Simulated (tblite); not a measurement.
Isomers of C5H6N2. Computed with GFN2-xTB (tblite): harmonic, unscaled wavenumbers at the GFN2-xTB geometry, gas phase. The method is semi-empirical: single wavenumbers can be off by several per cent or more. One conformer each.

Electronic energies: GFN2-xTB at the same geometries; isomer energies are rough at this level and their order can be wrong.

| SMILES | electronic energy, lowest = 0 (kcal/mol) |
| --- | --- |
| Cc1ncccn1 | 0.0 |
| Cc1cnccn1 | 5.6 |
| CN[C@@H]1C=C1C#N | 84.8 |

Question: How do GFN2-xTB zero-point energies change the relative energies?

Answer: 
```
          SMILES  ZPE (kcal/mol)  of it from modes above 1550 cm⁻¹  electronic (kcal/mol)  with ZPE, lowest = 0 (kcal/mol)  lowest mode (cm⁻¹)  rings
       Cc1ncccn1            63.2                              30.7                    0.0                              0.0                  30      1
       Cc1cnccn1            63.2                              28.4                    5.6                              5.6                  68      1
CN[C@@H]1C=C1C#N            61.5                              32.2                   84.8                             83.0                  45      1
```

The zero-point energies span 1.7 kcal/mol, from `CN[C@@H]1C=C1C#N` to `Cc1ncccn1`. The order is unchanged.

Question: What do entropy and thermal enthalpy add at 298.15 K and 1 bar (rigid rotor, harmonic oscillator, one conformer each)?

Answer: 
```csv
SMILES,point group,symmetry number,S (cal/(mol K)),H − H(0) (kcal/mol),ZPE + H − H(0) − TS (kcal/mol)
Cc1ncccn1,Cs,1,80.4,4.54,43.8
Cc1cnccn1,Cs,1,79.0,4.51,44.2
CN[C@@H]1C=C1C#N,C1,1,86.0,5.34,41.2
```
